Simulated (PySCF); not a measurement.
Computed IR spectrum (relative IR intensity) of a molecule C4H4S2. Geometry optimised at PBE-D3(BJ)/def2-SVP. The values are those of a single conformer. These are PBE-D3(BJ)/def2-SVP (PySCF 2.14.0) values and carry that method's errors. Frequencies are harmonic and unscaled.

ν (cm⁻¹): 427 (w), 462 (w), 567 (w), 610 (s), 735 (m), 746 (w), 794 (m), 1058 (w), 1556 (vw), 1592 (vs), 3155 (vw) (against the strongest line: vs over 80 %, s over 45 %, m over 15 %, w over 4 %, vw less)

Which structure fits?
A) C=C=C1SCS1
B) C#CC1SCS1
C) Sc1cccs1
D) C=C1SC=CS1

D, C=C1SC=CS1
